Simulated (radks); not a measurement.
Values are calculated unless marked as measured or tabulated.
The praseodymium ion Pr4+, 55 electrons, occupied as [Kr] 4d10 4f1 5s2 5p5 5f1 (not the ground configuration). Level of theory: scalar-relativistic Kohn-Sham, exchange-only r2SCAN, spin-polarised, spherical densities, finite nucleus; open shells are filled with parallel spins first (spin-orbit coupling, left out, can overturn this in heavy ions); meta-GGA in the generalised Kohn-Sham scheme; Fermi nuclear charge, rms radius 4.8919 fm (a radial shooting solver on a logarithmic mesh with Libxc functionals).

Unscreened Slater integrals over Kohn-Sham orbitals (hartree). They are taken over the spin-up orbitals.

\begin{tabular}{lr}
integral & value \\ \hline
F0(5f,5f) & 0.25173 \\
F2(5f,5f) & 0.13399 \\
F4(5f,5f) & 0.089896 \\
F6(5f,5f) & 0.066757 \\
F0(5f,4f) & 0.33273 \\
F2(5f,4f) & 0.056673 \\
F4(5f,4f) & 0.024439 \\
F6(5f,4f) & 0.015365 \\
G0(5f,4f) & 0.021450 \\
G2(5f,4f) & 0.022522 \\
G4(5f,4f) & 0.016499 \\
G6(5f,4f) & 0.012528 \\
F0(5f,5p) & 0.31343 \\
F2(5f,5p) & 0.093609 \\
G2(5f,5p) & 0.038026 \\
G4(5f,5p) & 0.026827 \\
F0(5f,5s) & 0.31715 \\
G3(5f,5s) & 0.019673 \\
F0(4f,4f) & 0.99923 \\
F2(4f,4f) & 0.48069 \\
F4(4f,4f) & 0.30271 \\
F6(4f,4f) & 0.21809 \\
F0(4f,5p) & 0.67140 \\
F2(4f,5p) & 0.24739 \\
G2(4f,5p) & 0.12727 \\
G4(4f,5p) & 0.10042 \\
F0(4f,5s) & 0.72943 \\
G3(4f,5s) & 0.14297 \\
F0(5p,5p) & 0.56790 \\
F2(5p,5p) & 0.31014 \\
F0(5p,5s) & 0.59680 \\
G1(5p,5s) & 0.40676 \\
F0(5s,5s) & 0.63244 \\
\end{tabular}

Derived for the open shells (J is the average intra-shell exchange parameter used in DFT+U). 4f: F4/F2 = 0.630, F6/F2 = 0.454, J = (286 F2 + 195 F4 + 250 F6)/6435 = 0.03901 hartree. 5p: J = F2/5 = 0.06203 hartree. 5f: F4/F2 = 0.671, F6/F2 = 0.498, J = (286 F2 + 195 F4 + 250 F6)/6435 = 0.01127 hartree.
